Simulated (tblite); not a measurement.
Compound: C₆H₅O₃ (doublet state).
SMILES with atom numbers: `[O:1]=[c:2]1[c:3][cH:4][o:5][c:6]([CH2:7][OH:8])[cH:9]1` (hydrogens: H10 on C4; H11, H12 on C7; H13 on O8; H14 on C9)

Computed with GFN2-xTB (tblite), gas phase: L-BFGS steps from a force-field or distance-geometry start until the largest atomic force falls under 0.01 eV/Å.

Step 1: E = -746.9058 eV
```
atom  x, y, z in Å  |  force x, y, z in eV/Å
O1      1.4993    1.5227   -2.5444   -0.334   1.046  -0.313
C2      1.1364    0.7754   -1.6727    0.322   0.021  -0.173
C3      1.6709   -0.5274   -1.5006    0.244  -2.078   0.850
C4      1.3825   -1.4713   -0.5851   -0.481   2.415  -0.809
O5      0.4305   -1.1065    0.3510   -0.463   0.400   0.221
C6     -0.1541    0.1390    0.2826    0.330  -0.281   0.223
C7     -1.1823    0.3610    1.3792    0.007  -0.321  -0.013
O8     -2.2271   -0.5683    1.2460   -0.127   0.009  -0.056
C9      0.1228    1.0875   -0.6324    0.334  -0.393  -0.285
H10     1.8272   -2.4460   -0.5080   -0.227   0.017   0.240
H11    -0.7136    0.2335    2.3612    0.236   0.010   0.118
H12    -1.6165    1.3682    1.3429    0.085  -0.267  -0.206
H13    -1.8274   -1.4415    1.1368   -0.119   0.018   0.072
H14    -0.3492    2.0732   -0.6788    0.195  -0.595   0.133
```

Step 2: E = -747.0184 eV
```
atom  x, y, z in Å  |  force x, y, z in eV/Å
O1      1.4921    1.5388   -2.5472   -0.362   0.609   0.014
C2      1.1446    0.7755   -1.6776    0.412  -0.008  -0.356
C3      1.6804   -0.5440   -1.5044    0.118  -0.785   0.264
C4      1.3685   -1.4462   -0.5820   -0.053   0.733  -0.321
O5      0.4175   -1.0932    0.3563   -0.070  -0.205   0.187
C6     -0.1420    0.1299    0.2831   -0.289   0.385   0.366
C7     -1.1844    0.3524    1.3810    0.174  -0.001  -0.093
O8     -2.2285   -0.5683    1.2449   -0.162   0.005  -0.051
C9      0.1291    1.0766   -0.6363    0.347  -0.247  -0.293
H10     1.8228   -2.4444   -0.5043   -0.545   0.645   0.228
H11    -0.7091    0.2339    2.3634    0.174  -0.018   0.066
H12    -1.6154    1.3644    1.3390    0.118  -0.344  -0.185
H13    -1.8299   -1.4400    1.1382   -0.111  -0.094   0.064
H14    -0.3466    2.0641   -0.6764    0.250  -0.673   0.110
```

Task: Estimate the geometry and energy of step 3. (The exact step hangs on the optimiser's Hessian estimate; all steps are aligned on step 2, rigid shifts and turns removed.)

Result: E = -747.1004 eV, largest force 0.913 eV/Å
```
atom  x, y, z in Å  |  force x, y, z in eV/Å
O1      1.4791    1.5606   -2.5471   -0.184   0.375  -0.016
C2      1.1599    0.7752   -1.6894    0.230  -0.238  -0.123
C3      1.6911   -0.5613   -1.5100    0.053   0.379  -0.301
C4      1.3567   -1.4240   -0.5788   -0.006  -0.242   0.173
O5      0.4061   -1.0872    0.3643    0.177  -0.391   0.088
C6     -0.1386    0.1315    0.2900   -0.344   0.491   0.143
C7     -1.1828    0.3461    1.3809    0.122   0.143   0.022
O8     -2.2326   -0.5683    1.2431   -0.027  -0.012  -0.037
C9      0.1410    1.0627   -0.6447    0.289  -0.266  -0.101
H10     1.8077   -2.4279   -0.4972   -0.567   0.676   0.233
H11    -0.7022    0.2338    2.3662    0.080  -0.041  -0.032
H12    -1.6122    1.3549    1.3324    0.074  -0.229  -0.137
H13    -1.8340   -1.4407    1.1405   -0.141  -0.112   0.060
H14    -0.3397    2.0442   -0.6724    0.243  -0.533   0.030
```

The energy changes by -0.0820 eV. The first-order estimate −F·Δx gives -0.1150 eV and the mean of the old and new forces, exact on a quadratic surface, -0.0821 eV. The step makes an angle of 32° with the force vector and moves no atom by more than 0.025 Å.

What follows is the cost of the whole relaxation. On Arm Neoverse V2, one thread, shared host, this took 0.19 s of wall time.
